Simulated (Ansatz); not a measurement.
`C=C1SC1C` + `[GeH3][SeH]` → `C[Se][GeH3]` + `C=C1CS1` at 298.15 K and 1 bar (substitution at a C–C bond).

Isolated molecules relaxed with PBE0-D4/def2-TZVP in Ansatz; ΔE leaves out vibrations. CBS: MP2 limit from def2 TZ/QZ plus the TZ coupled-cluster correction, frozen cores. For Ge, Se outer-core shells are correlated without core-valence functions, which leaves a few kJ/mol of doubt a bond. Scalar relativity is left out up to krypton.

```json
{"species": "`C=C1SC1C`", "CCSD(T)/CBS energy (Eh)": "-553.54449", "H − E (kJ/mol)": "247.3", "S (J/(mol·K))": "312.7"}
{"species": "`[GeH3][SeH]`", "CCSD(T)/CBS energy (Eh)": "-4479.23116", "H − E (kJ/mol)": "96.5", "S (J/(mol·K))": "300.6"}
{"species": "`C[Se][GeH3]`", "CCSD(T)/CBS energy (Eh)": "-4518.49012", "H − E (kJ/mol)": "179.4", "S (J/(mol·K))": "340.6"}
{"species": "`C=C1CS1`", "CCSD(T)/CBS energy (Eh)": "-514.27785", "H − E (kJ/mol)": "169.6", "S (J/(mol·K))": "281.5"}
```

H − E and S are ideal-gas, rigid-rotor, harmonic terms from PBE0-D4/def2-TZVP, for one conformer and one mirror image of each species. 1 Eh = 2625.50 kJ/mol, R = 8.31446 J/(mol·K).

**Question.** By hand: ΔE, ΔH, ΔS and ΔG.

**Answer.** ΔE = (-4518.49012) + (-514.27785) − (-553.54449) − (-4479.23116) = 0.00768 Eh = 20.2 kJ/mol. Δ(H − E) = 179.4 + 169.6 − 247.3 − 96.5 = 5.2, so ΔH = 25.4 kJ/mol. ΔS = 340.6 + 281.5 − 312.7 − 300.6 = 8.8 J/(mol·K). ΔG = 25.4 − 298.15 × (8.8)/1000 = 22.8 kJ/mol.

**Question.** By hand: the equilibrium constant, and the temperature at which ΔG would vanish if ΔH and ΔS stayed fixed.

**Answer.** log₁₀ K = −ΔG/(RT ln 10) = -4.0. ΔG = 0 at ΔH/ΔS = 2886 K, far beyond where these terms or the molecules hold.

The number of gas molecules stays the same, so ΔS is small and ΔH decides. A doubt of 5 kJ/mol in ΔE shifts log₁₀ K by 0.9 here. Other conformers and mirror images would add mixing entropy, several J/(mol·K) or more a flexible species. These are equilibria of isolated gas molecules and say nothing of rates. Largest T1 diagnostic: 0.012 (customary marks: 0.02 for closed shells, 0.045 for open ones).
